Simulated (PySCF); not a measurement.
# Partial charges of `N#Cc1cccc(O)c1F`

Species: C7H4FNO.
Cartesian coordinates in Å at the GFN2-xTB level; atoms count from 1:
```xyz
14
C7H4FNO angstrom
N     -3.3248   -1.6725   -0.0402
C     -2.3352   -1.0962   -0.0256
C     -1.1227   -0.3670   -0.0111
C     -1.1376    1.0290   -0.0213
C      0.0551    1.7268   -0.0132
C      1.2678    1.0610    0.0060
C      1.3099   -0.3310    0.0187
O      2.5001   -0.9663    0.0374
C      0.1022   -1.0260    0.0105
F      0.1575   -2.3804    0.0221
H     -2.0850    1.5442   -0.0353
H      0.0424    2.8054   -0.0232
H      2.2026    1.5972    0.0114
H      2.3669   -1.9247    0.0413
```

Density: PBE0/pcSseg-1 (PySCF); schemes: Mulliken, IAO, Hirshfeld and ESP-fitted. Geometry: GFN2-xTB, one conformer, isolated molecule.

**Question.** At which atom do the 4 schemes differ most?

**Answer.** At C2: from +0.073 (Hirshfeld) to +0.468 e (ESP-fitted), 0.395 e apart.

**Question.** For which atoms does the sign change between the 4 schemes (beyond +0.03 e in one, beyond −0.03 e in another)?

**Answer.** C4. Atomic charges aren't observables, and each scheme defines them in its own way.

**Question.** What partial charge does each atom carry?

**Answer.** In e:

```json
{"atom": "N1", "environment": "nitrile nitrogen", "Mulliken": "-0.230", "IAO": "-0.223", "Hirshfeld": "-0.208", "ESP-fitted": "-0.463"}
{"atom": "C2", "environment": "nitrile carbon", "Mulliken": "+0.185", "IAO": "+0.144", "Hirshfeld": "+0.073", "ESP-fitted": "+0.468"}
{"atom": "C3", "environment": "substituted aromatic carbon", "Mulliken": "-0.365", "IAO": "-0.077", "Hirshfeld": "-0.008", "ESP-fitted": "-0.212"}
{"atom": "C4", "environment": "aromatic CH carbon", "Mulliken": "+0.033", "IAO": "-0.144", "Hirshfeld": "-0.040", "ESP-fitted": "-0.152"}
{"atom": "C5", "environment": "aromatic CH carbon", "Mulliken": "-0.050", "IAO": "-0.145", "Hirshfeld": "-0.041", "ESP-fitted": "-0.176"}
{"atom": "C6", "environment": "aromatic CH carbon", "Mulliken": "-0.070", "IAO": "-0.168", "Hirshfeld": "-0.049", "ESP-fitted": "-0.229"}
{"atom": "C7", "environment": "aromatic carbon bearing oxygen", "Mulliken": "+0.105", "IAO": "+0.190", "Hirshfeld": "+0.069", "ESP-fitted": "+0.255"}
{"atom": "O8", "environment": "phenol-type oxygen", "Mulliken": "-0.361", "IAO": "-0.460", "Hirshfeld": "-0.174", "ESP-fitted": "-0.530"}
{"atom": "C9", "environment": "aromatic C–F carbon", "Mulliken": "+0.455", "IAO": "+0.248", "Hirshfeld": "+0.077", "ESP-fitted": "+0.215"}
{"atom": "F10", "environment": "aryl fluorine", "Mulliken": "-0.276", "IAO": "-0.260", "Hirshfeld": "-0.066", "ESP-fitted": "-0.172"}
{"atom": "H11", "environment": "aromatic hydrogen", "Mulliken": "+0.100", "IAO": "+0.175", "Hirshfeld": "+0.064", "ESP-fitted": "+0.180"}
{"atom": "H12", "environment": "aromatic hydrogen", "Mulliken": "+0.106", "IAO": "+0.169", "Hirshfeld": "+0.062", "ESP-fitted": "+0.174"}
{"atom": "H13", "environment": "aromatic hydrogen", "Mulliken": "+0.116", "IAO": "+0.177", "Hirshfeld": "+0.063", "ESP-fitted": "+0.206"}
{"atom": "H14", "environment": "phenol-type hydroxyl hydrogen", "Mulliken": "+0.251", "IAO": "+0.376", "Hirshfeld": "+0.179", "ESP-fitted": "+0.436"}
```

Mean size of the charges over all atoms: ESP-fitted 0.276 e, IAO 0.211 e, Mulliken 0.193 e, Hirshfeld 0.084 e. Each set sums to the total charge, 0, to within 0.001 e. The ESP scheme is a least-squares fit of atom-centred charges to the potential on four shells outside the van der Waals surface, with the total charge fixed.

**Question.** How many electrons does the ESP-fitted scheme count on C6?

**Answer.** Z − q = 6 − (-0.229) = 6.229.

**Question.** How closely do the schemes follow one another over all atoms?

**Answer.** Correlation coefficient and root-mean-square difference: Hirshfeld with ESP-fitted 0.94, 0.212 e; IAO with ESP-fitted 0.93, 0.122 e; IAO with Hirshfeld 0.93, 0.143 e; Mulliken with IAO 0.85, 0.126 e; Mulliken with ESP-fitted 0.83, 0.170 e; Mulliken with Hirshfeld 0.78, 0.165 e.

**Question.** Sum the charges by element, for elements with more than one atom.

**Answer.** 
```csv
element,atoms,Mulliken,IAO,Hirshfeld,ESP-fitted
C,7,+0.294,+0.048,+0.080,+0.170
H,4,+0.573,+0.896,+0.368,+0.995
```
